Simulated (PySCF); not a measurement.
PySCF input file for H₈N₂Si₂, SMILES N[SiH](N)[SiH3], ωB97X-D3(BJ)/def2-SVP. Geometry: ωB97X-D3(BJ)/def2-SVP. One conformer was computed; it need not be the lowest.

```python
import numpy as np
from pyscf import gto, scf, dft, df
from pyscf.hessian import thermo

mol = gto.M(
    atom='''
    N    -0.49357929    1.71736174   -0.49979326
    Si   -0.56862726    0.17717971    0.28681195
    N    -1.71217634   -0.81467169   -0.55132365
    Si    1.63635843   -0.61233660    0.25379052
    H    -1.33764959    2.26171978   -0.64806982
    H     0.32420204    2.31051101   -0.41355863
    H    -1.06516459    0.16341612    1.70261416
    H    -2.28598118   -1.48214051   -0.04966579
    H    -1.57316177   -1.08320426   -1.51916967
    H     2.60243532    0.39680561    0.79379653
    H     1.77240514   -1.85865772    1.06987756
    H     2.05496790   -0.93508380   -1.14644076
    ''',
    basis='def2-SVP',
    charge=0,
    spin=0,
    max_memory=1600,
    verbose=3,
)
mf = dft.RKS(mol, xc='wb97x-d3bj').density_fit(auxbasis='def2-universal-jkfit')
mf.grids.level = 3
mf.conv_tol = 1e-11
mf.max_cycle = 100
mf.kernel()

# analytic Hessian; the response equations are solved on a coarser grid
h, args, fine = mf.Hessian(), (mf.mo_energy, mf.mo_coeff, mf.mo_occ), mf.grids
h.max_memory = max(150, 2.5e-5 * df.make_auxmol(mol, mf.with_df.auxbasis).nao * mol.nelec[0] * (mol.nelec[0] + mol.nao))  # MB; small integral blocks
h1ao = h.make_h1(mf.mo_coeff, mf.mo_occ)
mf.grids = dft.Grids(mol).set(level=1).build(with_non0tab=True)
mo1, mo_e1 = h.solve_mo1(*args, h1ao)
mf.grids = fine
hess = h.hess_elec(*args, mo1, mo_e1, h1ao) + h.hess_nuc()
if mf.do_disp():
    hess += h.get_dispersion()
for i in range(mol.natm):  # the analytic DFT Hessian lacks the response of the grid: restore translational invariance
    hess[i, i] -= hess[i].sum(axis=0)
hess = (hess + hess.transpose(1, 0, 3, 2)) / 2
vib = thermo.harmonic_analysis(mol, hess, imaginary_freq=False)
thermo.dump_normal_mode(mol, vib)
th = thermo.thermo(mf, vib['freq_au'][vib['freq_au'] > 0], 298.15, 101325)
thermo.dump_thermo(mol, th)
g0 = mf.nuc_grad_method().set(verbose=0).kernel()

# dipole derivatives [dipole axis, atom, xyz] from the same response
r, irp = mol.intor('int1e_r'), mol.intor('int1e_irp').reshape(3, 3, mol.nao, mol.nao)
sl, dm0, ok = mol.aoslice_by_atom(), np.array(mf.make_rdm1()), []
dmu = np.einsum('a,xt->xat', mol.atom_charges(), np.eye(3))
for a, (_, _, p0, p1) in enumerate(sl):
    dmu[:, a] += 2 * np.einsum('xtij,ij->xt', irp[:, :, :, p0:p1], dm0.reshape(-1, mol.nao, mol.nao).sum(0)[:, p0:p1])
    for u, c, occ, f in [(mo1, mf.mo_coeff, mf.mo_occ, 4)]:
        dmu[:, a] -= f * np.einsum('tui,xuv,vi->xt', u[a], r, c[:, occ > 0], optimize=True)
L = vib['norm_mode']
ir = 974.8801 * (np.einsum('xat,kat->kx', dmu, L) ** 2).sum(1)       # km/mol
apt = np.einsum('xax->a', dmu) / 3

# polarisability derivatives from nuclear gradients in small electric fields
h0, F = mf.get_hcore(), 0.005
def in_field(f, guess):
    m = mf.copy()
    m.verbose, m.conv_tol, m.conv_tol_grad = 0, 1e-11, 2e-7
    m.get_hcore = lambda *a: h0 + np.einsum('x,xij->ij', f, r)
    m.kernel(guess)
    ok.append(m.converged)
    dm = np.array(m.make_rdm1())
    g = m.nuc_grad_method().kernel() - np.outer(mol.atom_charges(), f)
    for a, (_, _, p0, p1) in enumerate(sl):
        g[a] -= 2 * np.einsum('x,xtij,ij->t', f, irp[:, :, :, p0:p1], dm[:, p0:p1])
    return g, -np.einsum('xij,ij->x', r, dm), dm
E = np.eye(3) * F
g0, _, dm0 = in_field(np.zeros(3), dm0)
gp = [in_field(e, dm0) for e in E]
gm = [in_field(-e, 2 * dm0 - p[2]) for e, p in zip(E, gp)]
alpha = np.array([(p[1] - q[1]) / (2 * F) for p, q in zip(gp, gm)])  # bohr^3
check = abs(np.array([-(p[0] - q[0]) / (2 * F) for p, q in zip(gp, gm)]) - dmu).max()
print('static polarisability / bohr^3:', alpha.round(3))
print('largest difference of analytic and finite-field dipole derivatives / e:', check)
da = np.zeros((3, 3, mol.natm, 3))
for x in range(3):
    da[x, x] = -(gp[x][0] + gm[x][0] - 2 * g0) / F**2
for x, y in ((0, 1), (0, 2), (1, 2)):
    up, down = in_field(E[x] + E[y], gp[x][2] + gp[y][2] - dm0), in_field(-E[x] - E[y], gm[x][2] + gm[y][2] - dm0)
    both = -(up[0] + down[0] - 2 * g0) / F**2
    da[x, y] = da[y, x] = (both - da[x, x] - da[y, y]) / 2
aq = np.einsum('xyat,kat->kxy', da, L) * 0.529177210903**2           # A^2/amu^1/2
a = np.einsum('kxx->k', aq) / 3
g2 = 1.5 * (aq**2).sum((1, 2)) - 4.5 * a**2
raman, depol = 45 * a**2 + 7 * g2, 3 * g2 / (45 * a**2 + 4 * g2 + 1e-12)
print('mode   freq/cm-1   IR/(km/mol)   Raman/(A^4/amu)   depolarisation')
for k, w in enumerate(vib['freq_wavenumber']):
    print(f'{k + 1:4d} {w:11.2f} {ir[k]:13.3f} {raman[k]:17.3f} {depol[k]:16.3f}')
print('max |gradient| / (hartree/bohr):', abs(g0).max())
print('APT charges:', apt.round(4))
```

Program output:

```
[...]
       0   N                 0.06  0.02  0.03   -0.03 -0.13  0.08   -0.07  0.02 -0.00
       1  Si                 0.02 -0.01  0.01   -0.03  0.02 -0.07    0.05 -0.02  0.02
       2   N                -0.07 -0.06 -0.00    0.06  0.06  0.06   -0.01  0.01 -0.01
       3  Si                 0.01  0.01 -0.01   -0.00  0.00  0.00    0.03 -0.01 -0.01
       4   H                -0.16 -0.28  0.15    0.01 -0.10  0.00    0.16  0.30 -0.22
       5   H                -0.13  0.30 -0.18    0.02 -0.22  0.15    0.11 -0.26  0.20
       6   H                -0.17  0.58 -0.06   -0.03  0.41 -0.07   -0.29  0.31 -0.09
       7   H                -0.14 -0.16 -0.22    0.04  0.05  0.01    0.01  0.00  0.01
       8   H                 0.09  0.10 -0.03    0.12  0.12  0.05   -0.06 -0.01 -0.01
       9   H                -0.02 -0.01  0.05    0.07 -0.04 -0.03   -0.28  0.21  0.09
      10   H                -0.14  0.01  0.02    0.07 -0.02 -0.04   -0.31  0.04  0.11
      11   H                -0.01 -0.06  0.01    0.08 -0.03  0.03   -0.26  0.09 -0.10
Mode                                15                  16                  17
Irrep
Freq [cm^-1]                      889.7822            922.9809            949.2360
Reduced mass [au]                   2.5515              1.4114              1.1847
Force const [Dyne/A]                1.1902              0.7084              0.6289
Char temp [K]                    1280.1985           1327.9641           1365.7393
Normal mode                   x     y     z       x     y     z       x     y     z
       0   N                -0.02 -0.08  0.03   -0.04  0.07 -0.02    0.02  0.01  0.00
       1  Si                 0.04  0.08  0.03    0.02 -0.06  0.02   -0.05 -0.02  0.00
       2   N                -0.06 -0.07 -0.11    0.01  0.02 -0.02    0.04  0.02 -0.03
       3  Si                -0.01 -0.00  0.00   -0.04  0.02 -0.00    0.03  0.01  0.00
       4   H                 0.02 -0.03  0.02    0.08  0.21 -0.13   -0.03 -0.06  0.03
       5   H                 0.03 -0.16  0.10    0.04 -0.04  0.04   -0.03  0.08 -0.08
       6   H                 0.31  0.18  0.12   -0.05  0.37 -0.01    0.41  0.18  0.16
       7   H                -0.01  0.01  0.07    0.07  0.06  0.10    0.12  0.10  0.17
       8   H                -0.30 -0.21 -0.11   -0.11 -0.06 -0.02   -0.14 -0.07 -0.02
       9   H                 0.06 -0.05 -0.02    0.22 -0.26  0.07   -0.28  0.17  0.23
      10   H                 0.08  0.03  0.04    0.40 -0.03 -0.13   -0.09 -0.16 -0.23
      11   H                 0.06  0.06  0.01    0.26 -0.25  0.14   -0.33 -0.39 -0.01
Mode                                18                  19                  20
Irrep
Freq [cm^-1]                      955.2022            965.5574           1545.2258
Reduced mass [au]                   1.0418              1.2451              1.1294
Force const [Dyne/A]                0.5600              0.6840              1.5889
Char temp [K]                    1374.3233           1389.2221           2223.2358
Normal mode                   x     y     z       x     y     z       x     y     z
       0   N                 0.01  0.00  0.00   -0.01 -0.04  0.01    0.00  0.05 -0.01
       1  Si                -0.01 -0.00 -0.01    0.04  0.05 -0.01   -0.01 -0.01  0.00
       2   N                 0.01  0.01  0.01   -0.04 -0.03  0.02    0.04  0.05  0.03
       3  Si                 0.00 -0.00 -0.03   -0.00  0.02 -0.01    0.00  0.00 -0.00
       4   H                -0.01 -0.02  0.02    0.02  0.01 -0.00   -0.24 -0.33  0.03
       5   H                -0.01  0.02 -0.03    0.02 -0.09  0.07    0.25 -0.31  0.09
       6   H                 0.08 -0.00  0.02   -0.29 -0.28 -0.12    0.01 -0.00 -0.00
       7   H                 0.01  0.01  0.01   -0.13 -0.09 -0.16   -0.06 -0.24 -0.45
       8   H                 0.02  0.01  0.01    0.11  0.06  0.01   -0.34 -0.39  0.09
       9   H                 0.03 -0.33  0.54   -0.14 -0.02  0.32    0.00  0.00  0.00
      10   H                 0.25  0.35  0.48    0.24 -0.12 -0.25   -0.00 -0.00 -0.00
      11   H                -0.32  0.12 -0.14   -0.14 -0.50  0.07   -0.00 -0.00  0.00
Mode                                21                  22                  23
Irrep
Freq [cm^-1]                     1549.2639           2191.1656           2220.0371
Reduced mass [au]                   1.1199              1.0394              1.0346
Force const [Dyne/A]                1.5838              2.9402              3.0043
Char temp [K]                    2229.0458           3152.5995           3194.1390
Normal mode                   x     y     z       x     y     z       x     y     z
       0   N                -0.00  0.07 -0.02   -0.00 -0.00  0.00   -0.00  0.00 -0.00
       1  Si                 0.00 -0.00  0.01   -0.01 -0.00  0.03    0.00 -0.00 -0.00
       2   N                -0.03 -0.04 -0.03   -0.00 -0.00  0.00   -0.00  0.00 -0.00
       3  Si                -0.00  0.00 -0.00   -0.00  0.00 -0.00   -0.02 -0.02 -0.01
       4   H                -0.31 -0.41  0.03    0.00 -0.00 -0.00    0.00  0.00 -0.00
       5   H                 0.32 -0.41  0.12   -0.00 -0.00  0.01   -0.00  0.00 -0.00
       6   H                -0.01 -0.00  0.01    0.31  0.00 -0.91   -0.05  0.00  0.13
       7   H                 0.05  0.20  0.36    0.00  0.00  0.01   -0.00 -0.00 -0.00
       8   H                 0.26  0.31 -0.07    0.01  0.01  0.00    0.00 -0.00 -0.00
       9   H                 0.00 -0.00  0.00    0.08  0.09  0.04    0.61  0.64  0.34
      10   H                -0.00  0.00 -0.00    0.01 -0.11  0.07   -0.00 -0.07  0.04
      11   H                 0.00 -0.00  0.00   -0.01  0.00 -0.00    0.04 -0.05 -0.19
Mode                                24                  25                  26
Irrep
Freq [cm^-1]                     2226.6073           2232.3776           3614.0448
Reduced mass [au]                   1.0411              1.0455              1.0504
Force const [Dyne/A]                3.0412              3.0698              8.0832
Char temp [K]                    3203.5922           3211.8943           5199.8059
Normal mode                   x     y     z       x     y     z       x     y     z
       0   N                -0.00  0.00 -0.00    0.00 -0.00 -0.00   -0.01  0.05 -0.01
       1  Si                 0.00  0.00  0.00   -0.00 -0.00  0.00   -0.00 -0.00  0.00
       2   N                -0.00 -0.00 -0.00    0.00  0.00 -0.00   -0.00 -0.00 -0.00
       3  Si                -0.01  0.02  0.03   -0.00 -0.03  0.02   -0.00  0.00 -0.00
       4   H                 0.00  0.00 -0.00    0.00 -0.00 -0.00    0.63 -0.39  0.12
       5   H                 0.00 -0.00  0.00   -0.00  0.00  0.00   -0.52 -0.35 -0.05
       6   H                -0.01  0.00 -0.00    0.04  0.00 -0.11   -0.00 -0.00  0.00
       7   H                -0.00 -0.00 -0.00    0.00  0.00  0.00    0.01  0.01 -0.01
       8   H                -0.00 -0.00 -0.00   -0.00  0.00  0.00   -0.00  0.00  0.02
       9   H                -0.14 -0.13 -0.06    0.03  0.02  0.03    0.00 -0.00  0.00
      10   H                 0.01 -0.16  0.12   -0.09  0.79 -0.51    0.00 -0.00  0.00
      11   H                 0.26 -0.20 -0.88    0.06 -0.06 -0.19    0.00 -0.00 -0.00
Mode                                27                  28                  29
Irrep
Freq [cm^-1]                     3628.4235           3715.8447           3729.9337
Reduced mass [au]                   1.0501              1.0965              1.0971
Force const [Dyne/A]                8.1455              8.9205              8.9929
Char temp [K]                    5220.4935           5346.2732           5366.5442
Normal mode                   x     y     z       x     y     z       x     y     z
       0   N                -0.00  0.00 -0.00    0.08  0.01  0.01    0.00  0.00  0.00
       1  Si                -0.00 -0.00 -0.00    0.00 -0.00  0.00    0.00  0.00 -0.00
       2   N                 0.02  0.04  0.03   -0.00 -0.00  0.00    0.04  0.02 -0.07
       3  Si                 0.00 -0.00 -0.00   -0.00 -0.00  0.00   -0.00 -0.00  0.00
       4   H                 0.02 -0.01  0.00   -0.50  0.33 -0.09   -0.01  0.01 -0.00
       5   H                -0.01 -0.01 -0.00   -0.59 -0.43 -0.06   -0.01 -0.01 -0.00
       6   H                 0.00 -0.00 -0.00    0.00 -0.00  0.00   -0.00 -0.00  0.00
       7   H                -0.37 -0.41  0.33    0.01  0.01 -0.01   -0.41 -0.47  0.35
       8   H                 0.10 -0.18 -0.70    0.00 -0.00 -0.02   -0.08  0.17  0.60
       9   H                -0.00  0.00 -0.00    0.00  0.00  0.00   -0.00 -0.00 -0.00
      10   H                -0.00  0.00 -0.00    0.00  0.00 -0.00   -0.00  0.00 -0.00
      11   H                -0.00  0.00  0.00    0.00  0.00 -0.00   -0.00 -0.00 -0.00
temperature 298.1500 [K]
pressure 101325.00 [Pa]
Rotational constants [GHz] 5.73288 2.77287 2.10656
Symmetry number 1
Zero-point energy (ZPE) 0.08630 [Eh]   226576.877 [J/mol]
                           tot       elec      trans        rot        vib
Entropy [J/mol/K]       359.964      0.000    165.174    111.565     83.225
Cv [J/mol/K]            120.962      0.000     12.472     12.472     96.019
Cp [J/mol/K]            129.276      0.000     20.786     12.472     96.019
Internal energy [J/mol]                      3718.434   3718.434 240841.672
Internal energy [Eh]   -693.08103  -693.17559
Enthalpy [J/mol]                             6197.391   3718.434 240841.672
Enthalpy [Eh]          -693.08008
Gibbs free energy [J/mol]                  -43049.160 -29544.817 216028.194
Gibbs free energy [Eh] -693.12096
static polarisability / bohr^3: [[70.016 -0.836  1.201]
 [-0.835 60.794 -1.406]
 [ 1.198 -1.402 57.289]]
largest difference of analytic and finite-field dipole derivatives / e: 0.0007895418226316897
mode   freq/cm-1   IR/(km/mol)   Raman/(A^4/amu)   depolarisation
   1       95.29         0.583             0.064            0.474
   2      128.19         3.084             1.058            0.677
   3      169.75         6.378             1.836            0.394
   4      206.51         6.265             1.044            0.539
   5      234.37        38.352             0.550            0.742
   6      315.28       115.418             2.044            0.550
   7      349.83       120.112             1.276            0.518
   8      406.93       138.982             8.209            0.279
   9      439.20        33.687            11.492            0.211
  10      513.23        15.308             9.052            0.635
  11      513.65        29.377             8.801            0.735
  12      736.68         6.929             6.239            0.709
  13      763.49        35.040             6.631            0.748
  14      818.42        55.480            13.014            0.314
  15      854.18       429.855             1.750            0.749
  16      889.78        41.793             6.176            0.745
  17      922.98        50.974             7.130            0.746
  18      949.24        11.228            21.218            0.733
  19      955.20        51.247            28.483            0.750
  20      965.56       175.688             8.010            0.741
  21     1545.23        99.565             3.694            0.746
  22     1549.26        18.575             6.118            0.724
  23     2191.17       183.744           129.289            0.387
  24     2220.04       100.665           204.720            0.126
  25     2226.61       106.373           136.302            0.308
  26     2232.38       138.114           132.933            0.374
  27     3614.04        26.130           153.758            0.138
  28     3628.42        35.256           107.603            0.127
  29     3715.84        26.722            83.773            0.730
  30     3729.93        33.987            65.731            0.725
max |gradient| / (hartree/bohr): 4.050448525984209e-05
APT charges: [-0.8765  1.4674 -0.874   0.6562  0.1898  0.182  -0.3534  0.1777  0.2001
 -0.2641 -0.25   -0.2554]
```

The run converged.

Cost: roughly 5 core-minutes.
